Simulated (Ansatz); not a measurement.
Computed with Ansatz on PBE0-D4/def2-TZVP structures; ΔE is electronic, products minus reactants. CCSD(T)/CBS adds triple-zeta CCSD(T) − MP2 to the extrapolated MP2 energy (def2 sets, frozen cores). DFT in def2-TZVPP. One conformer a species, not always the lowest.

Reaction (redistribution): `FC[SiH2][SiH3]` + `CB[SiH](O)[SiH3]` → `FC[SiH]([SiH3])[SiH3]` + `CB[SiH2]O`

```tsv
level	ΔE (kcal/mol)
PBE	-0.2
MP2/def2-QZVPP	-1.6
```

(1) What does CCSD(T)/CBS give? (An estimate is asked.)

Largest T1 diagnostic among the species: 0.013.

Results:

(1) Computed: -1.4 kcal/mol. The listed levels differ from it by 1.2, -0.2 kcal/mol.
